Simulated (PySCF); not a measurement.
Single conformer, in vacuum, relativity neglected, one averaged value for each set of equivalent atoms. NMR shieldings at PBE0/pcSseg-1/GIAO; geometry from GFN2-xTB; PySCF 2.14.0 with density-fitted response routines.

Chemical shifts δ = σref − σ; ¹H (σ = 31.72 ppm) and ¹³C (σ = 186.93 ppm) against TMS, all at this level. Shifts are as computed. Against solution values, carbons near 30 ppm lie about +3 ppm off and those near 130 ppm about +5 ppm. Of 1211 compounds with measured shifts, 218 miss one by over three times the rms of a fit or turn the order of signals round; such compounds aren't used in these exercises.

(1) Order these molecules by the shift of their most shielded carbon-bound hydrogen, lowest δ first.
A. CC(=O)C(F)(F)F
B. C=N[SiH2][C@@H]1C[C@@H]1C(F)(F)F
C. O=CO[C@@]1(F)COC[C@H](F)O1
D. Fc1ccco1

(2) Order these molecules by the shift of their most shielded carbon, lowest δ first.
A. CC(=O)C(F)(F)F
B. c1ccn(C2[SiH2]C[SiH2]2)c1
C. Fc1ccco1
D. C=N[SiH2][C@@H]1C[C@@H]1C(F)(F)F
E. O=CO[C@@]1(F)COC[C@H](F)O1

(3) How many ¹³C and ¹H signals does each give (equivalence by symmetry and fast rotation, but not about amide C–N or C=N bonds)? `c1ccn(C2[SiH2]C[SiH2]2)c1`, `C=N[SiH2][C@@H]1C[C@@H]1C(F)(F)F`, `O=CO[C@@]1(F)COC[C@H](F)O1`, `CC(=O)C(F)(F)F`, `Fc1ccco1`

Results:

(1) B (0.80 ppm, hydrogen on a three-membered-ring carbon), A (2.53 ppm, hydrogen on a methyl carbon α to a carbonyl), C (3.46 ppm, hydrogen on an sp3 CH2 bonded to O), D (5.74 ppm, hydrogen on an aromatic CH).

(2) B (-9.8 ppm, sp3 CH2 bonded to 2 Si), D (3.5 ppm, three-membered-ring carbon), A (25.6 ppm, methyl carbon α to a carbonyl), E (69.3 ppm, sp3 CH2 bonded to O), C (89.5 ppm, aromatic CH).

(3) c1ccn(C2[SiH2]C[SiH2]2)c1: 4 C, 7 H; C=N[SiH2][C@@H]1C[C@@H]1C(F)(F)F: 5 C, 8 H; O=CO[C@@]1(F)COC[C@H](F)O1: 5 C, 6 H; CC(=O)C(F)(F)F: 3 C, 1 H; Fc1ccco1: 4 C, 3 H.
